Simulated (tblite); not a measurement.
A geometry optimisation, step by step.

C₃H₁₀NSi (doublet state).
Bonds: C1–C2, C2–N3, N3–Si4, Si4–C5. Hydrogens: H6, H7, H8 on C1; H9 on C2; H10 on N3; H11, H12 on Si4; H13, H14, H15 on C5.

Computed with GFN2-xTB (tblite), gas phase: L-BFGS steps from a force-field or distance-geometry start until the largest atomic force falls under 0.01 eV/Å. 13 of its 95 geometries are shown.

Step 0: E = -437.7402 eV, largest atomic force 1.615 eV/Å
```
atom  x, y, z in Å  |  force x, y, z in eV/Å
C1     -2.514   -0.202    0.069   -0.182   0.173   0.433
C2     -1.154    0.431    0.150   -0.598   0.703  -1.325
N3     -0.337    0.224   -1.016    0.649   0.687   0.685
Si4     1.037   -0.791   -0.516   -1.205  -0.743   0.345
C5      2.499    0.311   -0.220    1.083   0.940   0.177
H6     -3.051    0.067    1.021    0.264  -0.520  -1.060
H7     -2.493   -1.291   -0.104    0.009   0.571   0.188
H8     -3.007    0.289   -0.807   -0.061  -0.495   0.652
H9     -1.298    1.483    0.429    0.513  -0.198   0.075
H10    -0.033    1.130   -1.449   -0.400  -1.073   0.520
H11     1.294   -1.884   -1.447   -0.058   0.071  -0.224
H12     0.692   -1.383    0.812    0.022   0.079  -0.441
H13     3.128   -0.125    0.595   -0.406   0.700  -0.732
H14     3.136    0.428   -1.131   -0.488   0.060   0.897
H15     2.096    1.320    0.086    0.858  -0.956  -0.192
```

Step 8: E = -438.2158 eV, largest atomic force 0.368 eV/Å
```
atom  x, y, z in Å  |  force x, y, z in eV/Å
C1     -2.552   -0.175    0.043    0.019   0.056   0.082
C2     -1.264    0.574    0.032   -0.176  -0.080  -0.083
N3     -0.280    0.226   -0.899   -0.041   0.014   0.018
Si4     1.036   -0.851   -0.471   -0.100   0.234   0.093
C5      2.532    0.310   -0.213    0.113   0.010   0.050
H6     -3.087   -0.004    0.978    0.031   0.028  -0.039
H7     -2.413   -1.257   -0.080    0.135   0.336  -0.065
H8     -3.200    0.180   -0.779    0.085  -0.178   0.162
H9     -1.197    1.569    0.462   -0.264  -0.148  -0.116
H10    -0.007    1.036   -1.447    0.151  -0.093   0.006
H11     1.253   -1.852   -1.529   -0.043   0.158   0.074
H12     0.643   -1.444    0.812    0.056  -0.079  -0.125
H13     3.183   -0.052    0.573    0.153  -0.118  -0.023
H14     3.132    0.445   -1.109   -0.008  -0.106  -0.009
H15     2.215    1.303    0.100   -0.111  -0.033  -0.026
```

Step 16: E = -438.2879 eV, largest atomic force 0.218 eV/Å
```
atom  x, y, z in Å  |  force x, y, z in eV/Å
C1     -2.565   -0.173    0.046    0.018   0.009   0.010
C2     -1.341    0.656   -0.058   -0.136  -0.094   0.094
N3     -0.287    0.238   -0.865    0.025   0.165   0.073
Si4     1.032   -0.821   -0.418   -0.127   0.059   0.024
C5      2.565    0.285   -0.192    0.087   0.068   0.013
H6     -3.080   -0.013    0.998    0.150  -0.101  -0.082
H7     -2.312   -1.228   -0.086   -0.075   0.112   0.070
H8     -3.280    0.099   -0.746    0.040  -0.095   0.041
H9     -1.308    1.627    0.418   -0.021   0.004  -0.211
H10     0.052    1.001   -1.440    0.034   0.121  -0.020
H11     1.217   -1.741   -1.531    0.033  -0.126  -0.175
H12     0.649   -1.527    0.795   -0.008  -0.026   0.122
H13     3.267   -0.072    0.550   -0.003  -0.142   0.095
H14     3.127    0.398   -1.114   -0.034  -0.033  -0.109
H15     2.257    1.280    0.115    0.017   0.080   0.054
```

Step 24: E = -438.4072 eV, largest atomic force 0.398 eV/Å
```
atom  x, y, z in Å  |  force x, y, z in eV/Å
C1     -2.530   -0.214    0.060    0.021  -0.273   0.094
C2     -1.456    0.771   -0.205   -0.278   0.064   0.039
N3     -0.216    0.449   -0.721   -0.198   0.000   0.033
Si4     0.975   -0.767   -0.357   -0.037   0.157   0.034
C5      2.591    0.207   -0.148    0.201   0.076  -0.084
H6     -2.937   -0.120    1.071   -0.048   0.182  -0.040
H7     -2.176   -1.231   -0.033    0.332  -0.204  -0.082
H8     -3.371   -0.127   -0.644    0.063   0.221   0.085
H9     -1.682    1.815   -0.019    0.105  -0.102  -0.194
H10     0.132    1.171   -1.343    0.051   0.037   0.223
H11     1.151   -1.567   -1.573   -0.100  -0.218  -0.068
H12     0.690   -1.608    0.805   -0.162   0.119  -0.033
H13     3.316   -0.267    0.504   -0.056  -0.092   0.029
H14     3.046    0.268   -1.129    0.224   0.098  -0.094
H15     2.463    1.228    0.203   -0.116  -0.065   0.058
```

Step 31: E = -438.5616 eV, largest atomic force 0.640 eV/Å
```
atom  x, y, z in Å  |  force x, y, z in eV/Å
C1     -2.477   -0.278    0.101   -0.011   0.232  -0.270
C2     -1.539    0.824   -0.265    0.430  -0.440  -0.176
N3     -0.201    0.599   -0.587   -0.483   0.249   0.047
Si4     0.938   -0.685   -0.384   -0.018  -0.152  -0.001
C5      2.625    0.161   -0.165    0.001  -0.017  -0.040
H6     -2.867   -0.173    1.118    0.239  -0.055   0.123
H7     -1.994   -1.255   -0.013   -0.120   0.328   0.070
H8     -3.378   -0.235   -0.532    0.263  -0.094  -0.042
H9     -1.901    1.821   -0.464   -0.072  -0.199   0.044
H10     0.180    1.359   -1.140   -0.078   0.049   0.174
H11     1.043   -1.567   -1.573   -0.105   0.049   0.062
H12     0.631   -1.520    0.772   -0.157   0.023   0.103
H13     3.270   -0.450    0.464   -0.025   0.118  -0.122
H14     3.097    0.251   -1.139    0.158   0.077   0.078
H15     2.569    1.156    0.278   -0.021  -0.172  -0.049
```

Step 39: E = -438.6553 eV, largest atomic force 0.265 eV/Å
```
atom  x, y, z in Å  |  force x, y, z in eV/Å
C1     -2.426   -0.292    0.109    0.097   0.007  -0.136
C2     -1.564    0.819   -0.357    0.171  -0.172  -0.048
N3     -0.196    0.705   -0.513   -0.124   0.028   0.020
Si4     0.896   -0.643   -0.393   -0.042   0.022  -0.013
C5      2.627    0.119   -0.197    0.015   0.029   0.038
H6     -2.717   -0.188    1.165   -0.027   0.035  -0.187
H7     -1.900   -1.238    0.010    0.004  -0.058  -0.014
H8     -3.331   -0.319   -0.508    0.035  -0.058   0.256
H9     -2.034    1.713   -0.722    0.063   0.116  -0.001
H10     0.185    1.536   -0.947    0.035  -0.048   0.059
H11     0.927   -1.563   -1.555   -0.081   0.074   0.045
H12     0.534   -1.432    0.792   -0.019   0.064  -0.010
H13     3.235   -0.550    0.404    0.031   0.004   0.017
H14     3.163    0.264   -1.131   -0.155  -0.021  -0.026
H15     2.597    1.077    0.316   -0.004  -0.023   0.001
```

Step 47: E = -438.6962 eV, largest atomic force 0.074 eV/Å
```
atom  x, y, z in Å  |  force x, y, z in eV/Å
C1     -2.380   -0.317    0.076   -0.002   0.019  -0.029
C2     -1.567    0.778   -0.495    0.063   0.022  -0.031
N3     -0.189    0.745   -0.479   -0.053   0.034  -0.015
Si4     0.870   -0.622   -0.353   -0.012  -0.013  -0.025
C5      2.614    0.100   -0.186    0.007   0.011   0.025
H6     -2.609   -0.156    1.139    0.022  -0.006  -0.036
H7     -1.853   -1.265   -0.006   -0.012   0.010  -0.029
H8     -3.331   -0.391   -0.453   -0.006   0.005   0.028
H9     -2.032    1.711   -0.767    0.000  -0.032   0.047
H10     0.211    1.595   -0.850   -0.002  -0.044   0.041
H11     0.824   -1.491   -1.547   -0.007  -0.050   0.054
H12     0.484   -1.400    0.830    0.029   0.013   0.013
H13     3.252   -0.575    0.376   -0.011  -0.062  -0.029
H14     3.082    0.248   -1.154   -0.001   0.036   0.003
H15     2.620    1.047    0.342   -0.014   0.055  -0.016
```

Step 55: E = -438.7057 eV, largest atomic force 0.087 eV/Å
```
atom  x, y, z in Å  |  force x, y, z in eV/Å
C1     -2.380   -0.318    0.048   -0.026  -0.001   0.005
C2     -1.567    0.770   -0.538    0.084   0.023   0.007
N3     -0.189    0.729   -0.493   -0.063   0.046  -0.027
Si4     0.869   -0.634   -0.343   -0.046  -0.012  -0.024
C5      2.604    0.115   -0.189    0.003  -0.029  -0.028
H6     -2.570   -0.152    1.117   -0.015  -0.019   0.008
H7     -1.870   -1.274   -0.045   -0.022   0.021  -0.068
H8     -3.348   -0.371   -0.451    0.021  -0.023   0.032
H9     -2.024    1.733   -0.699    0.049  -0.033  -0.003
H10     0.229    1.585   -0.829   -0.018  -0.008   0.013
H11     0.814   -1.548   -1.505    0.011   0.013   0.064
H12     0.511   -1.392    0.863    0.005   0.023   0.013
H13     3.241   -0.577    0.351    0.042   0.043   0.020
H14     3.066    0.281   -1.156   -0.010  -0.002  -0.063
H15     2.610    1.063    0.341   -0.016  -0.044   0.052
```

Step 63: E = -438.7135 eV, largest atomic force 0.108 eV/Å
```
atom  x, y, z in Å  |  force x, y, z in eV/Å
C1     -2.377   -0.316    0.026   -0.057  -0.057  -0.022
C2     -1.565    0.777   -0.556    0.058  -0.054   0.074
N3     -0.188    0.721   -0.513   -0.040   0.027   0.000
Si4     0.867   -0.642   -0.324   -0.058  -0.008   0.010
C5      2.599    0.115   -0.202   -0.039  -0.015   0.000
H6     -2.534   -0.188    1.107    0.037  -0.016  -0.045
H7     -1.890   -1.277   -0.126    0.042   0.021   0.000
H8     -3.360   -0.352   -0.441   -0.023   0.061  -0.002
H9     -2.005    1.754   -0.671    0.007  -0.031  -0.013
H10     0.231    1.593   -0.802    0.043  -0.040  -0.021
H11     0.806   -1.611   -1.438   -0.009   0.052   0.028
H12     0.532   -1.355    0.916   -0.029   0.018   0.023
H13     3.263   -0.569    0.317    0.014   0.015  -0.046
H14     3.030    0.311   -1.179    0.003   0.019   0.034
H15     2.587    1.045    0.359    0.052   0.008  -0.018
```

Step 70: E = -438.7269 eV, largest atomic force 0.197 eV/Å
```
atom  x, y, z in Å  |  force x, y, z in eV/Å
C1     -2.358   -0.333   -0.030   -0.035  -0.047   0.036
C2     -1.551    0.783   -0.569   -0.053  -0.077   0.011
N3     -0.180    0.721   -0.516   -0.013   0.036   0.038
Si4     0.840   -0.647   -0.245    0.148   0.093   0.090
C5      2.577    0.114   -0.215    0.076   0.012  -0.025
H6     -2.420   -0.297    1.068   -0.002  -0.032  -0.049
H7     -1.902   -1.290   -0.294   -0.118   0.102  -0.009
H8     -3.376   -0.284   -0.417    0.080  -0.058   0.008
H9     -1.995    1.755   -0.683   -0.021   0.062  -0.011
H10     0.259    1.595   -0.756    0.050   0.037  -0.072
H11     0.749   -1.666   -1.303   -0.016  -0.041  -0.018
H12     0.518   -1.253    1.054   -0.014  -0.042   0.000
H13     3.299   -0.583    0.200   -0.065   0.005  -0.017
H14     2.925    0.378   -1.210   -0.025  -0.017  -0.001
H15     2.610    1.016    0.390    0.009  -0.033   0.018
```

Step 78: E = -438.7373 eV, largest atomic force 0.052 eV/Å
```
atom  x, y, z in Å  |  force x, y, z in eV/Å
C1     -2.359   -0.341   -0.066    0.000   0.017  -0.012
C2     -1.544    0.796   -0.545    0.000  -0.021   0.002
N3     -0.172    0.731   -0.487    0.003  -0.001   0.002
Si4     0.841   -0.633   -0.165    0.029   0.032   0.009
C5      2.576    0.122   -0.228    0.004   0.009  -0.002
H6     -2.364   -0.422    1.028    0.014   0.010   0.010
H7     -1.960   -1.279   -0.452    0.012  -0.025  -0.003
H8     -3.389   -0.233   -0.395   -0.041   0.015  -0.015
H9     -1.986    1.766   -0.689   -0.022   0.006   0.009
H10     0.282    1.579   -0.793   -0.051   0.003  -0.009
H11     0.727   -1.710   -1.166   -0.002  -0.007  -0.017
H12     0.525   -1.195    1.155    0.005   0.007   0.012
H13     3.318   -0.599    0.094    0.010  -0.014   0.014
H14     2.842    0.432   -1.234    0.016  -0.007  -0.027
H15     2.660    0.994    0.415    0.023  -0.023   0.026
```

Step 86: E = -438.7395 eV, largest atomic force 0.042 eV/Å
```
atom  x, y, z in Å  |  force x, y, z in eV/Å
C1     -2.366   -0.344   -0.063    0.006   0.008   0.010
C2     -1.554    0.793   -0.542    0.009   0.001  -0.011
N3     -0.180    0.740   -0.479   -0.015   0.003  -0.025
Si4     0.846   -0.618   -0.171    0.015   0.030   0.021
C5      2.591    0.118   -0.226    0.000   0.008   0.006
H6     -2.372   -0.416    1.033   -0.001  -0.018  -0.014
H7     -1.960   -1.282   -0.444   -0.023  -0.012   0.018
H8     -3.397   -0.236   -0.395    0.007  -0.013   0.000
H9     -2.004    1.757   -0.698   -0.002   0.014   0.007
H10     0.256    1.588   -0.808    0.006  -0.002   0.007
H11     0.732   -1.693   -1.174    0.000  -0.003  -0.024
H12     0.531   -1.189    1.146   -0.002   0.016   0.016
H13     3.318   -0.619    0.100   -0.016   0.018  -0.018
H14     2.865    0.425   -1.231    0.015  -0.010   0.022
H15     2.689    0.984    0.424    0.001  -0.040  -0.013
```

Step 94: E = -438.7410 eV, largest atomic force 0.009 eV/Å
```
atom  x, y, z in Å  |  force x, y, z in eV/Å
C1     -2.367   -0.353   -0.078    0.008  -0.001   0.000
C2     -1.560    0.788   -0.559    0.000   0.002  -0.001
N3     -0.186    0.744   -0.493    0.001   0.001  -0.005
Si4     0.846   -0.601   -0.150   -0.004  -0.002   0.001
C5      2.598    0.114   -0.228   -0.004   0.001   0.003
H6     -2.341   -0.448    1.015   -0.005   0.001   0.007
H7     -1.984   -1.290   -0.485    0.004   0.000  -0.004
H8     -3.405   -0.232   -0.380    0.002  -0.005   0.001
H9     -2.014    1.754   -0.693    0.000   0.002   0.002
H10     0.248    1.602   -0.800    0.000   0.005  -0.007
H11     0.718   -1.693   -1.135   -0.004  -0.003   0.001
H12     0.542   -1.135    1.185   -0.001  -0.003   0.001
H13     3.318   -0.643    0.060   -0.001  -0.002   0.002
H14     2.858    0.442   -1.230    0.000   0.007   0.002
H15     2.724    0.958    0.443    0.005  -0.004  -0.003
```

**Question.** Summarise the path.

**Answer.** The energy falls by 23.08 kcal/mol from step 0 to step 94; nine tenths of that is first reached at step 37. It falls at every step. The largest force goes from 1.615 to 0.009 eV/Å. Among the bonds C2–N3 changes most, from 1.438 to 1.376 Å; the atoms move by 0.732 Å rms after alignment.

**Question.** Follow the three bonds and two angles with the largest change from start to end.

**Answer.** 
```csv
step,E above end (kcal/mol),largest force (eV/Å),C2–N3 (Å),N3–Si4 (Å),C5–H15 (Å),C2–N3–Si4 (°),C1–C2–H9 (°)
0,23.08,1.615,1.438,1.780,1.128,107.0,107.4
4,14.90,0.678,1.398,1.740,1.083,114.5,114.1
8,12.11,0.368,1.398,1.753,1.088,121.3,120.7
12,11.09,0.241,1.396,1.746,1.090,123.9,120.6
16,10.45,0.218,1.392,1.750,1.086,127.1,119.8
20,9.55,0.283,1.388,1.754,1.090,129.1,119.5
25,7.16,0.647,1.377,1.737,1.081,134.1,116.8
29,5.50,0.341,1.384,1.732,1.087,134.6,118.9
33,3.16,0.609,1.383,1.735,1.092,135.6,120.4
37,2.25,0.235,1.382,1.738,1.085,134.1,118.6
41,1.50,0.309,1.377,1.740,1.089,130.1,119.0
45,1.15,0.131,1.376,1.734,1.084,129.3,120.0
49,0.99,0.076,1.375,1.733,1.086,128.7,119.9
53,0.87,0.101,1.376,1.732,1.087,129.1,118.9
57,0.76,0.066,1.378,1.732,1.086,129.4,118.8
61,0.69,0.102,1.376,1.732,1.086,129.6,118.7
65,0.56,0.115,1.379,1.735,1.086,130.0,119.8
69,0.39,0.179,1.374,1.729,1.086,129.4,119.8
74,0.17,0.076,1.376,1.730,1.086,129.4,120.3
78,0.09,0.052,1.375,1.729,1.086,129.1,120.7
82,0.06,0.037,1.375,1.730,1.086,128.8,120.5
86,0.04,0.042,1.376,1.730,1.087,129.1,120.4
90,0.01,0.036,1.376,1.731,1.085,128.9,120.1
94,0.00,0.009,1.376,1.729,1.086,129.0,120.2
```

The cost below is that of the whole relaxation. The run took 0.52 s of wall time on an Arm Neoverse V1 with one thread, on a shared host.
